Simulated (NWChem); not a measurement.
System meant: C$_{4}$H$_{3}$BO; SMILES C#CB(O)C#C

Input file for NWChem:

```
start job
memory heap 200 mb stack 900 mb global 1100 mb
geometry units angstroms noautoz
  B     -0.430717    -0.024798     0.000000
  C      0.343157     1.306317     0.000000
  C      0.942291     2.366159     0.000000
  H      1.479957     3.297941     0.000000
  C      0.323629    -1.359943     0.000000
  C      0.952626    -2.401619     0.000000
  H      1.502654    -3.325863     0.000000
  O     -1.783529    -0.043168     0.000000
  H     -2.160594     0.843772     0.000000
end
basis spherical
  B library def2-svp
  C library def2-svp
  H library def2-svp
  O library def2-svp
end
dft
  odft
  mult 2
  xc pbe0
  iterations 150
  mulliken
end
task dft energy
```

End of the output:

```
 Summary of "ao basis" -> "" (spherical)
 ------------------------------------------------------------------------------
       Tag                 Description            Shells   Functions and Types
 ---------------- ------------------------------  ------  ---------------------
 B                          def2-svp                 6       14   3s2p1d
 C                          def2-svp                 6       14   3s2p1d
 H                          def2-svp                 3        5   2s1p
 O                          def2-svp                 6       14   3s2p1d

                                 NWChem DFT Module
                                 -----------------

 Summary of "ao basis" -> "ao basis" (spherical)
 ------------------------------------------------------------------------------
       Tag                 Description            Shells   Functions and Types
 ---------------- ------------------------------  ------  ---------------------
 B                          def2-svp                 6       14   3s2p1d
 C                          def2-svp                 6       14   3s2p1d
 H                          def2-svp                 3        5   2s1p
 O                          def2-svp                 6       14   3s2p1d

      Symmetry analysis of basis
      --------------------------

        a'         72
        a"         27

  number of electrons :                   40
  multiplicity        :                    2
 ------------------------------------------------------------------------
  no. of electrons and multiplicity not compatible                  40
 ------------------------------------------------------------------------
 ------------------------------------------------------------------------
  current input line :
    27: task dft energy
 ------------------------------------------------------------------------
 ------------------------------------------------------------------------
 There is an error in the input file
 ------------------------------------------------------------------------
 For more information see the NWChem manual at https://nwchemgit.github.io

0: no. of electrons and multiplicity not compatible:Received an Error in Communication
```

Problem. What is wrong, and how is it mended?

Solution. The program refused the input. Cause: the multiplicity doesn't fit the number of electrons (an even count wants an odd multiplicity, and the reverse). This input runs:
```
start job
memory heap 200 mb stack 900 mb global 1100 mb
geometry units angstroms noautoz
  B     -0.430717    -0.024798     0.000000
  C      0.343157     1.306317     0.000000
  C      0.942291     2.366159     0.000000
  H      1.479957     3.297941     0.000000
  C      0.323629    -1.359943     0.000000
  C      0.952626    -2.401619     0.000000
  H      1.502654    -3.325863     0.000000
  O     -1.783529    -0.043168     0.000000
  H     -2.160594     0.843772     0.000000
end
basis spherical
  * library def2-svp
end
dft
  xc pbe0
  iterations 150
  mulliken
end
task dft energy
```
It converges to -253.74091 Ha (PBE0/def2-SVP).
